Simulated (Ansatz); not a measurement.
Mulliken charges of H$_{3}$O$_{2}$PSe, SMILES `OP(O)[SeH]` from ωB97M-V/def2-TZVPP in Ansatz (PBE0-D4/def2-TZVP geometry).

| atom | x (Å) | y (Å) | z (Å) | charge (e) |
| --- | --- | --- | --- | --- |
| O1 | -1.059 | 1.012 | 0.154 | -0.302 |
| P2 | -0.510 | -0.483 | 0.496 | 0.385 |
| O3 | 0.804 | 0.090 | 1.265 | -0.295 |
| Se4 | 0.323 | -1.153 | -1.548 | -0.229 |
| H5 | -1.793 | 0.974 | -0.467 | 0.181 |
| H6 | 1.217 | -0.602 | 1.790 | 0.179 |
| H7 | 1.079 | 0.094 | -1.737 | 0.082 |

**Question.** By hand: the dipole of these point charges (1 e Å = 4.8032 D).

**Answer.** Σ q r = (-0.206, -0.178, 0.219) e Å, of length 0.349 e Å = 1.68 D.

**Question.** How does the dipole of the full density compare? (An estimate is asked.)

**Answer.** Computed: (-0.099, -0.088, 0.126) e Å, 0.88 D; the point charges give 1.91 times that, at 5° from its direction.

Point charges leave out the atoms' own dipoles, such as those of lone pairs, and Mulliken's split depends on the basis, so the two needn't agree.
